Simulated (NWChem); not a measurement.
System: n-butyl acetate (C6H12O2); SMILES CCCCOC(C)=O

Here is an NWChem input.

```
start job
memory heap 200 mb stack 900 mb global 1100 mb
geometry units angstroms noautosym nocenter noautoz
  C      0.303866     3.949465     0.004107
  C     -0.499436     2.658221     0.001075
  C      0.372467     1.409251     0.005064
  C     -0.437219     0.133350    -0.001432
  O      0.463801    -0.969684    -0.000441
  C     -0.088937    -2.190457     0.000499
  C      0.963294    -3.261713     0.001879
  O     -1.277185    -2.375784     0.000475
  H      0.959006     4.015409    -0.879293
  H     -0.351695     4.833266    -0.001813
  H      0.947319     4.018561     0.895839
  H     -1.169806     2.638300     0.878578
  H     -1.162871     2.637847    -0.881627
  H      1.029459     1.410092     0.891848
  H      1.040742     1.412014    -0.873195
  H     -1.097875     0.064692     0.879225
  H     -1.090145     0.069320    -0.888225
  H      1.606866    -3.153919     0.887099
  H      1.608641    -3.154111    -0.882119
  H      0.484931    -4.247145     0.001241
end
basis spherical
  * library 6-31g*
end
dft
  xc hfexch
  iterations 150
end
property
  shielding 15 1 2 3 4 5 6 7 8 9 10 12 14 16 18 20
  efieldgrad
end
task dft property
```

Structure relaxed at the PBE0/def2-SVP level. No frequency run checked for a minimum.

GIAO values for the isolated, static molecule; σ is the absolute isotropic shielding, δ = σ(reference) − σ with the isolated reference molecule computed at the same levels (13C: tetramethylsilane, 1H: tetramethylsilane, 17O: water).

Atoms are numbered as in the input.

### Question
What results follow from this input? (Hartree-Fock/6-31G* (spherical d), GIAO.) Quantities: δ C4 (ppm); δ C7 (ppm); δ O8 (ppm); δ H9 (rotor mean) (ppm); δ H12 (ppm); δ H14 (ppm); δ H16 (ppm).

### Answer
* **δ C4 (ppm)**: 57.9
* **δ C7 (ppm)**: 20.9
* **δ O8 (ppm)**: 393.7
* **δ H9 (rotor mean) (ppm)**: 1.11
* **δ H12 (ppm)**: 1.18
* **δ H14 (ppm)**: 1.56
* **δ H16 (ppm)**: 3.72
